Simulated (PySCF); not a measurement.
**Peak assignment**

Structure with atom numbers: `[CH2:1]=[CH:2][C@@H:3]1[CH:4]=[CH:5][CH2:6][CH:7]=[C:8]1[CH3:9]`. Each H is labelled by its parent atom. Ha(C6) is cis to C2 on the ring; Ha(C1) is cis to C3; Hb(C6) is trans to C2 on the ring; Hb(C1) is trans to C3.

Method: coordinates at the GFN2-xTB level, PBE0/pcSseg-1 with gauge-including orbitals, in PySCF 2.14 (isolated molecule, single conformer, equivalent nuclei averaged, non-relativistic Hamiltonian).

Shifts are taken against calculated references (same method and geometry level): $^{13}$C and $^{1}$H against TMS.

Question: Assign these signals to the numbered atoms. $^{13}$C{$^{1}$H} NMR (computed): δ 150.2, 142.6, 136.3, 132.2, 126.4, 119.9, 52.6, 32.0, 24.4.

Answer: 
150.2 → C2, alkene CH: the olefinic region
142.6 → C8, fully substituted alkene carbon: as expected for a trigonal carbon in a double bond
136.3 → C4, alkene CH: the olefinic region
132.2 → C5, alkene CH
126.4 → C7, alkene CH
119.9 → C1, terminal =CH2 carbon: an sp2 carbon of a C=C bond
52.6 → C3, allylic sp3 CH: a saturated carbon with 3 carbon neighbours and no heteroatom attached
32.0 → C6, allylic sp3 CH2: saturated and bonded to C and H only
24.4 → C9, allylic methyl carbon: aliphatic region, no heteroatom directly attached

Question: Assign these signals to the numbered atoms. $^{1}$H NMR (300 MHz, computed): δ 6.06 (m, 1H), 6.06 (m, 1H), 5.80 (m, 1H), 5.63 (m, 1H), 5.31 (m, 1H), 5.16 (m, 1H), 3.03 (m, 1H), 2.96 (m, 1H), 2.78 (m, 1H), 1.86 (s, 3H).

Answer: 
6.06 → H(C4), hydrogen on an alkene CH: attached to an sp2 carbon and in the plane of the double bond
6.06 → H(C5), hydrogen on an alkene CH
5.80 → H(C7), hydrogen on an alkene CH
5.63 → H(C2), hydrogen on an alkene CH
5.31 → Ha(C1), hydrogen on a terminal =CH2 carbon: olefinic region
5.16 → Hb(C1), hydrogen on a terminal =CH2 carbon
3.03 → H(C3), hydrogen on an allylic sp3 CH: allylic position
2.96 → Ha(C6), hydrogen on an allylic sp3 CH2: allylic position
2.78 → Hb(C6), hydrogen on an allylic sp3 CH2
1.86 → H(C9), hydrogen on an allylic methyl carbon: allylic position

H(C4) and H(C5); H(C3) and Ha(C6) lie closer than the usual error of such a calculation, so a measured spectrum could show them in the other order.

Shifts are as computed. Against solution values, carbons near 30 ppm lie about +3 ppm off and those near 130 ppm about +5 ppm. Of 1211 compounds with measured shifts, 218 miss one by over three times the rms of a fit or turn the order of signals round; such compounds aren't used in these exercises. Multiplicities follow the n + 1 count of equivalent neighbours, as no J values were calculated; m marks all less simple cases, F and P coupling included.
